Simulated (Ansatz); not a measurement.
Born–Oppenheimer molecular dynamics of a periodic cell of 13 atoms, Al12W (surface Al(111), adsorbate W). It goes on from the last frame of an earlier run, with new velocities.

These are results of Ansatz 0.2.0, DFT PBEsol, scalar-relativistic, plane waves, PAW, not measurements. Settings: accuracy low, PAW set soft_1, cutoff 420 eV, k mesh 3x3x1, fermi-dirac smearing 0.05 eV, no spin polarisation.

```json
{
  "ensemble": "NVT, Nosé–Hoover chain",
  "time step": "2 fs",
  "steps asked": "200",
  "set temperature": "2400 K",
  "thermostat": "time constant 50 fs, chain length 5",
  "atoms held": "1 to 4",
  "seed": "532896"
}
```

First frame:

```xyz
13
Lattice="5.7276 0.0000 0.0000 2.8638 4.9602 0.0000 0.0000 0.0000 15.6765" Properties=species:S:1:pos:R:3
Al 1.432 0.827 1.000
Al 4.296 0.827 1.000
Al 2.864 3.307 1.000
Al 5.728 3.307 1.000
Al 0.132 1.723 3.892
Al 2.797 1.636 3.491
Al 1.288 4.036 3.213
Al 3.867 4.101 3.351
Al 0.381 0.289 6.274
Al 2.810 -0.499 5.346
Al 2.290 2.602 6.741
Al 5.267 2.861 7.702
W 6.742 5.089 7.362
```

What does the run give?

All steps were run.

```
steps done                                               : 200
time covered                                             : 400 fs
mean temperature over the second half                    : 2735 K
spread of the potential energy over the second half      : 36.3 meV per atom
mean potential energy of the second half above the start : 176.8 meV per atom
```

The conserved energy stayed within 0.56 meV per atom of its start (net change 0.0081 meV per atom), so the integration is sound. The mean temperature of the second half is 14 % above the set value. A run of 0.4 ps of so small a system gives no equilibrium averages. Limits of this set-up: coarse k mesh, thin slab, slab without dipole correction, PAW files made for another functional, low accuracy level.

What happens to the structure?

Mean squared displacements from the first frame to the last: Al 3.49 Å², W 4.74 Å². This is one draw of velocities; another would differ in detail.

How do temperature and energy run in time?


```tsv
time (fs)	T (K)	potential energy less start (eV)	conserved less start (meV/atom)
0	2400	0.000	0.00
20	1850	0.667	0.16
40	1813	0.885	0.14
60	2481	0.610	0.15
80	3313	0.577	0.09
100	3005	1.726	0.24
120	2997	2.302	0.32
140	3353	2.330	0.16
160	2672	3.276	0.33
180	3157	2.735	0.25
200	3003	2.503	0.17
220	1812	3.222	0.31
240	2016	2.529	0.20
260	2055	2.118	0.14
280	1504	2.583	0.28
300	1926	2.134	0.19
320	2319	1.938	0.19
340	3225	1.462	0.09
360	3907	1.860	0.28
380	4404	2.706	0.37
400	5373	2.063	0.01
```

Time of the run: 15 min on 1 thread of Arm Neoverse V2, on a shared host, peak memory 0.55 GiB.
